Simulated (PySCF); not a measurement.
**C₆ coefficients of unlike pairs at PBE**

Calculated with PySCF 2.14 from the dipole response of each species, C₆(A,B) = (3/π) ∫ α_A(iu) α_B(iu) du, in atomic units, from isotropic polarisabilities. For ions this is the dispersion term alone; charge-induced terms of lower order in 1/R come first.

| species | configuration | basis | relativity | α (bohr³) | C₆ (like pair) |
| --- | --- | --- | --- | --- | --- |
| Ag²⁺ | [Kr] 4d9 (2D) | def2-QZVPPD with the def2 core potential (28 electrons) (7s5p4d4f2g) | core potential | 6.241 | 32.17 |
| Pb | [Xe] 4f14 5d10 6s2 6p2 (3P) | aug-cc-pVDZ-PP with ECP60MDF (5s4p3d) | core potential | 66.76 | 746.5 |
| Te | [Kr] 4d10 5s2 5p4 (3P) | aug-cc-pwCVTZ-PP with ECP28MDF (8s7p6d4f1g) | core potential | 41.05 | 455.8 |
| Pt⁺ | [Xe] 4f14 5d9 (2D) | def2-QZVPPD with the def2 core potential (60 electrons) (7s5p4d4f2g) | core potential | 16.99 | 128.9 |

Q: Estimate C₆ for Pb with Ag²⁺.

A: The integral gives 121.3. The combination rule 2 C_A C_B / (C_A α_B/α_A + C_B α_A/α_B) gives 116.0 and the geometric mean 155.0.

No spin-orbit coupling is included, so Pb, close to jj coupling, stand for model states.

The other pairs:

```json
{"pair": "Pt⁺, Pb", "C₆": "278.7"}
{"pair": "Pt⁺, Ag²⁺", "C₆": "62.71"}
{"pair": "Te, Pb", "C₆": "570.4"}
{"pair": "Te, Ag²⁺", "C₆": "107.0"}
{"pair": "Pt⁺, Te", "C₆": "234.2"}
```
